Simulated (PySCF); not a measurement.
2-hydroxyethylboronic acid (C₂H₇BO₃), SMILES OCCB(O)O.

Coordinates come from a PBE0-D3(BJ)/def2-SVP optimisation. The values are those of a single conformer.

These are PBE0-D3(BJ)/def2-SVP in PySCF values and carry that method's errors.

Frequencies are harmonic and unscaled.

Task: Estimate the vibrational spectrum. (The exact figures need the calculation; the answer reports its results.)

Result: 
```tsv
mode	ν (cm⁻¹)	IR (km/mol)	Raman (Å⁴/amu)	depolarisation	moving atoms (share of kinetic energy)
1	19	4.0	0.5	0.74	H 43 %, C 28 %, O 28 %
2	109	3.3	0.3	0.74	O 39 %, C 35 %, H 26 %
3	149	0.5	0.2	0.74	O 58 %, C 25 %, H 14 %
4	301	83.8	2.9	0.72	H 81 %, O 13 %
5	358	45.1	2.5	0.36	O 64 %, H 24 %, C 10 %
6	390	19.1	0.4	0.75	O 39 %, C 27 %, H 25 %, B 8 %
7	477	17.3	1.1	0.70	H 46 %, B 27 %, O 17 %, C 10 %
8	515	139.6	1.0	0.50	H 78 %, O 15 %
9	532	26.8	2.3	0.23	H 41 %, O 34 %, B 18 %
10	636	65.3	1.3	0.60	H 73 %, O 14 %, B 11 %
11	764	20.7	0.2	0.29	H 67 %, B 17 %, C 13 %
12	814	14.6	4.2	0.16	C 36 %, O 29 %, H 28 %
13	967	35.2	1.6	0.73	H 65 %, C 22 %, B 11 %
14	995	121.4	1.7	0.68	H 73 %, O 19 %
15	1030	74.2	3.4	0.65	H 66 %, O 28 %
16	1057	50.7	2.9	0.47	C 54 %, H 34 %, O 12 %
17	1122	143.5	3.5	0.70	C 40 %, O 33 %, H 27 %
18	1139	7.0	2.3	0.38	H 75 %, C 20 %
19	1214	39.7	1.6	0.52	H 56 %, C 27 %, O 11 %
20	1296	15.0	6.6	0.73	H 82 %, C 16 %
21	1370	60.5	4.9	0.68	H 70 %, B 12 %, C 11 %
22	1407	31.0	7.3	0.73	H 78 %, C 11 %
23	1426	252.0	2.4	0.74	B 43 %, H 29 %, C 19 %, O 9 %
24	1435	35.5	11.2	0.74	H 79 %, C 19 %
25	1471	290.0	0.7	0.60	B 68 %, O 21 %, H 10 %
26	1491	1.8	7.7	0.74	H 91 %, C 9 %
27	3020	13.1	114.0	0.11	H 94 %
28	3028	45.4	112.5	0.16	H 94 %
29	3086	14.8	86.5	0.72	H 92 %, C 8 %
30	3116	33.9	51.1	0.32	H 91 %, C 9 %
31	3879	25.5	69.9	0.27	H 94 %
32	3889	76.1	124.4	0.27	H 94 %
33	3934	77.8	63.6	0.26	H 94 %
```
